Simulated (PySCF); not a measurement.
PySCF 2.14 output of an unrestricted PBE0 calculation on a single atom or ion in def2-TZVPPD with the def2 core potential (28 electrons) (6s4p3d1f, 40 functions), with a scalar-relativistic core potential:

```
SCF conv_tol = 1e-09
number electrons alpha = 5  beta = 4
    C. Adamo and V. Barone.,  J. Chem. Phys. 110, 6158 (1999)
    M. Ernzerhof and G. E. Scuseria.,  J. Chem. Phys. 110, 5029 (1999)
cycle= 1 E= -30.413124181331  delta_E= -0.00124  |g|= 0.0113  |ddm|= 0.106
cycle= 2 E= -30.4131807440854  delta_E= -5.66e-05  |g|= 0.00369  |ddm|= 0.0203
cycle= 3 E= -30.4131887261438  delta_E= -7.98e-06  |g|= 0.000504  |ddm|= 0.00641
cycle= 4 E= -30.4131888703454  delta_E= -1.44e-07  |g|= 4.57e-05  |ddm|= 0.000684
cycle= 5 E= -30.4131888722119  delta_E= -1.87e-09  |g|= 3.34e-06  |ddm|= 8.34e-05
cycle= 6 E= -30.4131888722205  delta_E= -8.52e-12  |g|= 1.94e-07  |ddm|= 6.88e-06
converged SCF energy = -30.4131888722205  <S^2> = 0.7503829  2S+1 = 2.0003829
```

The run itself started from symmetry-adapted Hartree-Fock orbitals and held the occupation by maximum overlap, on a logarithmic radial grid, so the iterations belong to that start.

Q: Which element, charge and spin multiplicity is this?

A: Sr⁺ (strontium, charge +1), multiplicity 2; the state was [Kr] 4d1, 2D determinant (an excited configuration).

Energies and moments cover only the electrons outside the core potential.
